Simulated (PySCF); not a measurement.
## Xe²⁺: ionisation energy

Xe²⁺ [Kr] 4d10 5s2 5p4 (3P) → Xe³⁺ [Kr] 4d10 5s2 5p3 (4S), as a difference of total energies. All numbers are calculated (PySCF 2.14, scalar relativity by spin-free X2C-1e, in x2c-SVPall (6s5p3d, 36 functions)). Correlated levels: valence: [Kr] 4d10 frozen. The calculations carry no spin-orbit coupling.

```tsv
method	ionisation energy (eV)	difference from reference (eV)
UHF	29.375	-1.675
M06-2X	30.232	-0.818
PBE	30.524	-0.526
MP2 (valence)	29.720	-1.330
SCS-MP2 (valence)	29.714	-1.336
CCSD (valence)	29.748	-1.302
CCSD(T) (valence)	29.756	-1.294
```

Reference: 31.05 ± 0.04 eV (semi-empirical (NIST evaluation); NIST Atomic Spectra Database, ionization energies).

The reference lies between the lowest fine-structure levels, while these numbers refer to the centres of the terms.

Errors of the correlated levels include the incompleteness of this basis and the frozen core.
